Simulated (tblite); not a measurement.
Species: C6H11OP.
Numbering: `[O:1]=[P@:2]12[CH2:3][CH2:4][C@H:5]([CH2:6][CH2:7]1)[CH2:8]2` (hydrogens: H9, H10 on C3; H11, H12 on C4; H13 on C5; H14, H15 on C6; H16, H17 on C7; H18, H19 on C8)

All values are computed: GFN2-xTB (tblite) harmonic vibrations without scaling, gas phase. Errors from tens to a few hundred cm⁻¹ against measured bands are possible.

Harmonic wavenumbers (cm⁻¹): 108.4, 211.9, 288.8, 306.6, 348.1, 354.0, 468.1, 474.9, 657.5, 687.2, 706.3, 784.7, 786.5, 849.2, 853.2, 859.5, 872.6, 943.9, 960.5, 1002.4, 1019.1, 1057.5, 1070.3, 1109.2, 1144.3, 1158.8, 1175.7, 1193.3, 1206.9, 1211.9, 1277.3, 1286.4, 1303.6, 1321.2, 1330.7, 1435.8, 1442.5, 1449.5, 1488.9, 1503.7, 2958.5, 2959.9, 2964.0, 2976.9, 2980.3, 2980.6, 2983.1, 2992.3, 2995.3, 2996.8, 2998.8.

A = 2798, B = 1817, C = 1550 MHz; mass 130.055 u (most abundant isotopes); point group Cs, symmetry number 1.

Q: Zero-point energy?

A: ½Σν̃ = 35249 cm⁻¹ = 421.67 kJ/mol.

Q: Give the ideal-gas entropy at 500 K and 1 bar in the rigid-rotor, harmonic-oscillator model (classical rotation).

A: Translation 180.31, rotation 124.03, vibration 137.19: S = 441.5 J/(mol K).

Q: And Cp and H(500 K) − H(0)?

A: Cp = 221.71 J/(mol K), of which vibrations give 188.45 (their classical limit is 51 R = 424.0); H(500 K) − H(0) = 58.13 kJ/mol without the zero-point energy, 41.50 from vibrations.

Q: Which modes carry the vibrational entropy at 500 K?

A: 108.4 cm⁻¹: 18.03; 211.9 cm⁻¹: 12.56; 288.8 cm⁻¹: 10.09; 306.6 cm⁻¹: 9.62; 348.1 cm⁻¹: 8.64; 354.0 cm⁻¹: 8.51 J/(mol K); the other 45 give 69.74 together.

Q: What must be added to the electronic energy to get the Gibbs energy at 500 K and 1 bar?

A: ZPE + [H(500 K) − H(0)] − T·S = 421.67 + 58.13 − 220.77 = 259.03 kJ/mol.

Q: How do the functions run with temperature in this model?

A: 
```
 T (K)  S (J/(mol K))  Cp (J/(mol K))  H − H(0) (kJ/mol)  G − H(0) (kJ/mol)  ln q(vib)
   150          284.3            69.4               7.00             -35.65       0.79
   250          329.0           110.8              15.92             -66.33       2.08
298.15          350.5           133.8              21.81             -82.69       2.82
   400          396.6           181.5              37.90            -120.73       4.59
   600          485.0           254.5              81.99            -208.98       8.56
   900          602.2           322.2             169.40            -372.55      14.83
```

q(vib) and H(0) count from the zero-point level.

Q: Blend soft modes into free rotors: weight 1/[1 + (100 cm⁻¹/ν̃)⁴] for the oscillator and the rest for a rotor with moment μB/(μ + B), μ = h/(8π²ν), B = 10⁻⁴⁴ kg m². What vibrational entropy results?

A: 135.33 J/(mol K) in place of 137.19, which changes −T·S at 500 K by +0.93 kJ/mol.

Hindered rotation and anharmonicity are outside this model.

Time: 0.54 s of wall time. Hardware: one thread, Arm Neoverse V2 (aarch64), no GPU (shared host). The figure is for the frequency step alone.
